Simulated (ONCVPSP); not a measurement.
cobalt (Co), ONCV: configuration errors across variants

```
Element                 : cobalt
Generator               : ONCVPSP 4.0.1
Type                    : optimised norm-conserving Vanderbilt (ONCV)
Functional              : PBE
Relativity              : scalar-relativistic
Frozen core             : [Ar]
Valence charge          : 9
Reference configuration : 3d7 4s2
Partial waves           : 4s: rc 2.40 bohr, ncon 4, nbas 8, qcut 2.9 1/bohr, 2 projectors, debl 3.3 Ha; p scattering state at 0.23 Ha: rc 2.55 bohr, ncon 5, nbas 8, qcut 3 1/bohr, 1 projector; 3d: rc 1.35 bohr, ncon 4, nbas 7, qcut 14.1 1/bohr, 1 projector
Local potential         : polynomial inside 1.20 bohr (lpopt 5, dvloc0 0 Ha)
Core correction         : Teter function, fcfact 5.75, rcfact 1.2
```

In the p channel the program set the typed energies aside and used 0.050 Ha.

All-electron excitation energies from the reference (eV): (1) 3d7 4s1 9.031; (2) 3d7 4s0 25.816; (3) 3d6 4s0 61.686; (4) 3d8 4s0 6.471.

Errors AE − PS in meV (a dash: test not solved or not reliable):

```tsv
change	(1)	(2)	(3)	(4)	bound ghosts	GHOST(+) flags above zero
base	-0.3	+18	-49	-151	none	s, p
core correction Teter function, fcfact 5.75, rcfact 1.12	+1.7	+38	+16	-142	none	s, p
core correction Teter function, fcfact 5.75, rcfact 1.3	-4.6	-25	-166	-168	none	s, p
core correction Teter function, fcfact 5.75, rcfact 1.54	-30	-231	-588	-244	none	s, p
core correction Teter function, fcfact 5.75, rcfact 1.72	-68	-454	-971	-337	none	s, p
core correction Teter function, fcfact 5.75, rcfact 1.82	-96	-588	-1186	-397	none	s, p
core correction Teter function, fcfact 5.75, rcfact 1.98	-144	-792	-1513	-498	none	s, p
```

(1) Give the same row for: core correction Teter function, fcfact 5.75, rcfact 1.02.

Results:

(1) +3.1, +51, +65, -134; bound ghosts: none; GHOST(+) flags above zero: s, p.
